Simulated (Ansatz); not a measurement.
Calculated with Ansatz (gas phase, PBE0-D4/def2-TZVP geometries, no zero-point term in ΔE). CCSD(T)/CBS is the MP2 limit (def2-TZVPP, def2-QZVPP) plus CCSD(T) − MP2 in def2-TZVPP, frozen cores. This one scheme is used for every species. Functionals use def2-TZVPP. B3LYP here is the variant with VWN-RPA as its local correlation; programs differ in this. HSE06 is defined as in plane-wave codes. One conformer a species, not always the lowest.

Reaction (substitution at a C–Cl bond): `BCCl` + `O[SiH3]` → `BCO[SiH3]` + HCl

```tsv
level	ΔE (kJ/mol)	difference from CCSD(T)/CBS
PBE-D4	27.9	-2.6
B97M-V	24.9	-5.6
B3LYP-D4	25.1	-5.4
BHLYP-D4	25.0	-5.5
CAM-B3LYP-D4	22.9	-7.6
revPBE	32.7	2.2
BLYP	28.7	-1.8
r2SCAN	29.0	-1.5
B3LYP	28.5	-2.0
r2SCANh	29.4	-1.1
r2SCAN0	29.9	-0.6
HSE06	30.7	0.2
MP2/def2-SVP	13.9	-16.6
HF/def2-TZVPP	27.2	-3.3
CCSD(T)/def2-TZVPP	26.0	-4.5
SCS-MP2/def2-QZVPP	31.9	1.4
CCSD(T)/CBS	30.5	0
```

Largest T1 diagnostic among the species: 0.011.

Leaving LDA and LC-ωPBE aside and taking each functional with its dispersion term where it has one, the values, not all of them listed here, spread over 7.7 kJ/mol, from CAM-B3LYP-D4 to PBE-QIDH. LDA lies −8.1 kJ/mol from PBE without D4. The D4 term adds −3.3 kJ/mol with B3LYP and −2.1 kJ/mol with PBE0; it sums over pairs of atoms, weighted by their polarisabilities, and B3LYP, whose exchange is more repulsive, gets the larger term. At CCSD(T), def2-SVP lies −21.3 kJ/mol from the extrapolated value and def2-TZVPP −4.5 kJ/mol.
